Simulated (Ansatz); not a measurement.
A run for Ansatz (a first-principles code): U-PBE/cc-pV(T+d)Z on PN, a point of a bond scan (R = 1.631 Å). Files ending in .json are basis or fitting sets from the Basis Set Exchange.

Ansatz 0.2 input:
```yaml
crystal:
  periodic: [false, false, false]
  atoms:
    - {symbol: P, position_ang: [-0.00000000, -0.00000000, -0.47178081]}
    - {symbol: N, position_ang: [0.00000000, 0.00000000, 1.15923286]}
basis:
  gaussian:
    orbitals: cc-pV_T+d_Z.json
hamiltonian:
  xc: {name: PBE}
magnetization: {spin_polarized: true, initial_magnetization: 0}
```

The log:

```
Functional definition: PBE
[...]
integrals: 0.01 GiB planned
476 factors; their error is unknown
mean field: 0.15 GiB planned
mean field evaluation 1: about -10756.4152 eV, gradient 5.9e1 eV
mean field evaluation 2: about -10630.3867 eV, gradient 1.2e2 eV
mean field evaluation 4: about -10771.9021 eV, gradient 7.1e0 eV
mean field evaluation 8: about -10772.1668 eV, gradient 9.4e-2 eV
mean field evaluation 16: about -10771.0787 eV, gradient 4.4e0 eV
mean field -10772.16098478 eV, -395.8696145579 hartree, gradient 5.9e-5 eV, S^2 0.000000; 1 other end points of the search recorded, 0 dependent functions left out
reference -10772.16100406 eV, -395.8696152661 hartree; 11, 11 occupied and 58, 58 virtual orbitals, 476 factors
Total energy: -10772.16100406 eV, -395.8696152661 hartree
```

The calculation finished and met its thresholds.

Cost: around 0.9 core-seconds (rough).
